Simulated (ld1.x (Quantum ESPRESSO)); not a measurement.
**Building the TM potential for Tc (Z = 43) (PBEsol, scalar-relativistic).**

The input file (ld1.x (Quantum ESPRESSO) 7.5):

```
&input
   title='Tc', zed=43., rel=1, dft='PBESOL', iswitch=3,
   config='[Kr] 4d5 5s2 5p0',
   nld=3, rlderiv=3.55, eminld=-2.0, emaxld=5.0, deld=0.02
 /
 &inputp
   pseudotype=2, tm=.true., lloc=-1, rcloc=3.00,
   nlcc=.true., new_core_ps=.true., rcore=1.70,
   file_pseudopw='Tc.UPF', file_wfcaegen='ae.wfc', file_wfcncgen='nc.wfc', file_beta='beta', file_chi='chi'
 /
3
5S  1  0   2.00   0.00  2.80  2.80  0.0
5P  2  1   0.00   0.00  3.25  3.25  0.0
4D  3  2   5.00   0.00  2.20  2.20  0.0
 &test
   configts(1)='4d5 5s2 5p0'
 /
```

Command:

```bash
ld1.x < Tc.in > Tc.out
```

The program printed (shortened: banner, matrices, multipoles, cross overlaps and the repeated all-electron block are left out):

```
Program LD1 v.7.5
     --------------------------- All-electron run ----------------------------

     Tc
     scalar relativistic calculation

     atomic number is 43.00
     dft =PBESOL   lsd =0 sic =0 latt =0  beta=0.20 tr2=1.0E-14
     Exchange-correlation= PBESOL
                           (   1   4  10   8   0   0   0)
     mesh =1231 r(mesh) = 100.86670 a.u. xmin = -7.00 dx = 0.01250
     1 Ry =  13.60569312 eV, c = 137.03599908

     n l     nl                  e(Ry)          e(Ha)          e(eV)
     1 0     1S 1( 2.00)     -1532.8867      -766.4433    -20855.9854
     2 0     2S 1( 2.00)      -218.7148      -109.3574     -2975.7670
     2 1     2P 1( 6.00)      -195.7862       -97.8931     -2663.8070
     3 0     3S 1( 2.00)       -38.0781       -19.0391      -518.0796
     3 1     3P 1( 6.00)       -30.5531       -15.2766      -415.6966
     4 0     4S 1( 2.00)        -5.3886        -2.6943       -73.3158
     4 1     4P 1( 6.00)        -3.3295        -1.6647       -45.3001
     3 2     3D 1(10.00)       -18.3662        -9.1831      -249.8845
     4 2     4D 1( 5.00)        -0.4903        -0.2451        -6.6704
     5 0     5S 1( 2.00)        -0.3735        -0.1867        -5.0812
     5 1     5P 1( 0.00)        -0.1013        -0.0506        -1.3779

     final scf error:  9.6E-15 reached in  29 iterations

     Etot =   -8566.688916 Ry,   -4283.344458 Ha, -116555.740469 eV

     Ekin =    8845.121608 Ry,    4422.560804 Ha,  120344.010230 eV
     Encl =  -20650.649964 Ry,  -10325.324982 Ha, -280966.406202 eV
     Eh   =    3490.699331 Ry,    1745.349665 Ha,   47493.383882 eV
     Exc  =    -251.859890 Ry,    -125.929945 Ha,   -3426.728378 eV

     normalization and overlap integrals

     s(1S/1S) =  1.000000  <r> =   0.0343  <r2> =    0.0016  r(max) =   0.0224
     s(2S/2S) =  1.000000  <r> =   0.1497  <r2> =    0.0264  r(max) =   0.1257
     s(2P/2P) =  1.000000  <r> =   0.1304  <r2> =    0.0208  r(max) =   0.1004
     s(3S/3S) =  1.000000  <r> =   0.4157  <r2> =    0.1979  r(max) =   0.3730
     s(3P/3P) =  1.000000  <r> =   0.4166  <r2> =    0.2019  r(max) =   0.3638
     s(4S/4S) =  1.000000  <r> =   1.0573  <r2> =    1.2672  r(max) =   0.9525
     s(4P/4P) =  1.000000  <r> =   1.1723  <r2> =    1.5762  r(max) =   1.0266
     s(3D/3D) =  1.000000  <r> =   0.3991  <r2> =    0.1912  r(max) =   0.3131
     s(4D/4D) =  1.000000  <r> =   1.7251  <r2> =    3.6689  r(max) =   1.2697
     s(5S/5S) =  1.000000  <r> =   3.2806  <r2> =   12.3560  r(max) =   2.7218
     s(5P/5P) =  1.000000  <r> =   4.7108  <r2> =   26.2668  r(max) =   3.6284

     ------------------------ End of All-electron run ------------------------

     --------------------- Generating NC pseudopotential ---------------------

      Generating local potential from pseudized AE potential:
      Matching radius rcloc =   3.0000

      Local pseudo, rcloc= 2.971 Estimated cut-off energy=     2.78 Ry

      Computing core charge for nlcc:

       r > 1.71 : true rho core
      Core charge pseudized with two Bessel functions
      Integrated core pseudo-charge :  10.03

      Wfc   5S  rcut= 2.826  Using Troullier-Martins method

      Wfc   5P  rcut= 3.283  Using Troullier-Martins method

      Wfc   4D  rcut= 2.201  Using Troullier-Martins method

     ------------------- End of pseudopotential generation -------------------

     Computing logarithmic derivative in   3.56110
     Computing logarithmic derivative in   3.56110
     Computing the partial wave expansion
     R is outside the sphere for l=    0 j= 0.00
     R is outside the sphere for l=    1 j= 0.00
     R is outside the sphere for l=    2 j= 0.00

     ---------------------- Testing the pseudopotential ----------------------

     Tc
     scalar relativistic calculation

     atomic number is 43.00   valence charge is  7.00
     dft =PBESOL   lsd =0 sic =0 latt =0  beta=0.20 tr2=1.0E-14
     mesh =1231 r(mesh) = 100.86670 xmin = -7.00 dx = 0.01250

     n l     nl             e AE (Ry)        e PS (Ry)    De AE-PS (Ry)
     3 2     4D   1( 5.00)       -0.49027       -0.49027        0.00000
     1 0     5S   1( 2.00)       -0.37346       -0.37346        0.00000
     2 1     5P   1( 0.00)       -0.10128       -0.10128       -0.00000

     eps = 3.2E-15  iter =  4

     Etot =   -8566.688916 Ry,   -4283.344458 Ha, -116555.740469 eV
     Etotps =   -37.585314 Ry,     -18.792657 Ha,    -511.374250 eV

     Ekin =      22.278117 Ry,      11.139059 Ha,     303.109227 eV
     Encl =     -46.515749 Ry,     -23.257874 Ha,    -632.879001 eV
     Ehrt =      20.849904 Ry,      10.424952 Ha,     283.677400 eV
     Ecxc =     -21.374221 Ry,     -10.687111 Ha,    -290.811093 eV
     (Ecc =     -14.277593 Ry,      -7.138796 Ha,    -194.256548 eV)
     Epseu=     -12.823366 Ry,      -6.411683 Ha,    -174.470784 eV

     ---------------------- End of pseudopotential test ----------------------
```

Generation and configuration tests took about 1.5 s on one core of a shared server CPU.

Transferability test of the new file with ld1.x, input:

```
&input
   title='Tc', zed=43., rel=1, dft='PBESOL', iswitch=2,
   config='[Kr] 4d5 5s2 5p0'
 /
 &test
   file_pseudo='Tc.UPF', nconf=8,
   configts(1)='4d5 5s2 5p0',
   configts(2)='4d5 5s1 5p0',
   configts(3)='4d5 5s0 5p0',
   configts(4)='4d4 5s0 5p0',
   configts(5)='4d5 5s1 5p1',
   configts(6)='4d5 5s0 5p2',
   configts(7)='4d4 5s2 5p1',
   configts(8)='4d4 5s2 5p0'
 /
```

```bash
ld1.x < Tc.test.in > Tc.test.out
```

Pseudopotential blocks of its output, shortened (energy terms left out):

```
     ---------------------- Testing the pseudopotential ----------------------

     n l     nl             e AE (Ry)        e PS (Ry)    De AE-PS (Ry)
     3 2     4D   1( 5.00)       -0.49027       -0.49027        0.00000
     1 0     5S   1( 2.00)       -0.37346       -0.37346        0.00000
     2 1     5P   1( 0.00)       -0.10128       -0.10128        0.00000

     eps = 4.3E-16  iter =  6

     Etot =   -8566.688916 Ry,   -4283.344458 Ha, -116555.740469 eV
     Etotps =   -37.585314 Ry,     -18.792657 Ha,    -511.374253 eV

     ---------------------- End of pseudopotential test ----------------------

          ---------------------- Testing the pseudopotential ----------------------

     n l     nl             e AE (Ry)        e PS (Ry)    De AE-PS (Ry)
     3 2     4D   1( 5.00)       -1.03749       -1.03486       -0.00263
     1 0     5S   1( 1.00)       -0.84008       -0.84115        0.00107
     2 1     5P   1( 0.00)       -0.50251       -0.50357        0.00106

     eps = 2.2E-15  iter =  7

     Etot =   -8566.086543 Ry,   -4283.043271 Ha, -116547.544766 eV
     Etotps =   -36.982436 Ry,     -18.491218 Ha,    -503.171681 eV
     dEtot_ae =       0.602373 Ry
     dEtot_ps =       0.602878 Ry,   Delta E=      -0.000505 Ry

     ---------------------- End of pseudopotential test ----------------------

          ---------------------- Testing the pseudopotential ----------------------

     n l     nl             e AE (Ry)        e PS (Ry)    De AE-PS (Ry)
     3 2     4D   1( 5.00)       -1.65310       -1.65094       -0.00216
     1 0     5S   1( 0.00)       -1.34717       -1.35265        0.00548  !
     2 1     5P   1( 0.00)       -0.95185       -0.95791        0.00606  !

     eps = 8.4E-17  iter =  7

     Etot =   -8564.995815 Ry,   -4282.497908 Ha, -116532.704661 eV
     Etotps =   -35.888739 Ry,     -17.944369 Ha,    -488.291167 eV
     dEtot_ae =       1.693101 Ry
     dEtot_ps =       1.696575 Ry,   Delta E=      -0.003475 Ry

     ---------------------- End of pseudopotential test ----------------------

          ---------------------- Testing the pseudopotential ----------------------

     n l     nl             e AE (Ry)        e PS (Ry)    De AE-PS (Ry)
     3 2     4D   1( 4.00)       -2.58222       -2.60747        0.02525  !
     1 0     5S   1( 0.00)       -2.02983       -2.04997        0.02014  !
     2 1     5P   1( 0.00)       -1.55725       -1.57565        0.01841  !

     eps = 5.0E-17  iter =  7

     Etot =   -8562.887121 Ry,   -4281.443561 Ha, -116504.014420 eV
     Etotps =   -33.769689 Ry,     -16.884845 Ha,    -459.460030 eV
     dEtot_ae =       3.801794 Ry
     dEtot_ps =       3.815625 Ry,   Delta E=      -0.013831 Ry

     ---------------------- End of pseudopotential test ----------------------

          ---------------------- Testing the pseudopotential ----------------------

     n l     nl             e AE (Ry)        e PS (Ry)    De AE-PS (Ry)
     3 2     4D   1( 5.00)       -0.59081       -0.59096        0.00015
     1 0     5S   1( 1.00)       -0.44103       -0.44123        0.00020
     2 1     5P   1( 1.00)       -0.15452       -0.15440       -0.00012

     eps = 9.9E-15  iter = 20

     Etot =   -8566.409499 Ry,   -4283.204750 Ha, -116551.938814 eV
     Etotps =   -37.305706 Ry,     -18.652853 Ha,    -507.569983 eV
     dEtot_ae =       0.279416 Ry
     dEtot_ps =       0.279609 Ry,   Delta E=      -0.000192 Ry

     ---------------------- End of pseudopotential test ----------------------

          ---------------------- Testing the pseudopotential ----------------------

     n l     nl             e AE (Ry)        e PS (Ry)    De AE-PS (Ry)
     3 2     4D   1( 5.00)       -0.67942       -0.68033        0.00091
     1 0     5S   1( 0.00)       -0.49690       -0.49737        0.00047
     2 1     5P   1( 2.00)       -0.19785       -0.19758       -0.00027

     eps = 8.3E-15  iter = 15

     Etot =   -8566.116663 Ry,   -4283.058332 Ha, -116547.954577 eV
     Etotps =   -37.012313 Ry,     -18.506156 Ha,    -503.578172 eV
     dEtot_ae =       0.572252 Ry
     dEtot_ps =       0.573001 Ry,   Delta E=      -0.000749 Ry

     ---------------------- End of pseudopotential test ----------------------

          ---------------------- Testing the pseudopotential ----------------------

     n l     nl             e AE (Ry)        e PS (Ry)    De AE-PS (Ry)
     3 2     4D   1( 4.00)       -0.77043       -0.78569        0.01526  !
     1 0     5S   1( 2.00)       -0.50434       -0.50261       -0.00173
     2 1     5P   1( 1.00)       -0.18474       -0.18173       -0.00301

     eps = 4.3E-15  iter = 13

     Etot =   -8566.202885 Ry,   -4283.101442 Ha, -116549.127682 eV
     Etotps =   -37.090637 Ry,     -18.545319 Ha,    -504.643825 eV
     dEtot_ae =       0.486031 Ry
     dEtot_ps =       0.494677 Ry,   Delta E=      -0.008647 Ry

     ---------------------- End of pseudopotential test ----------------------

          ---------------------- Testing the pseudopotential ----------------------

     n l     nl             e AE (Ry)        e PS (Ry)    De AE-PS (Ry)
     3 2     4D   1( 4.00)       -1.24756       -1.25714        0.00958  !
     1 0     5S   1( 2.00)       -0.93407       -0.93145       -0.00261
     2 1     5P   1( 0.00)       -0.56737       -0.56335       -0.00402

     eps = 3.9E-16  iter = 12

     Etot =   -8565.832361 Ry,   -4282.916181 Ha, -116544.086449 eV
     Etotps =   -36.723842 Ry,     -18.361921 Ha,    -499.653323 eV
     dEtot_ae =       0.856555 Ry
     dEtot_ps =       0.861472 Ry,   Delta E=      -0.004918 Ry

     ---------------------- End of pseudopotential test ----------------------
```
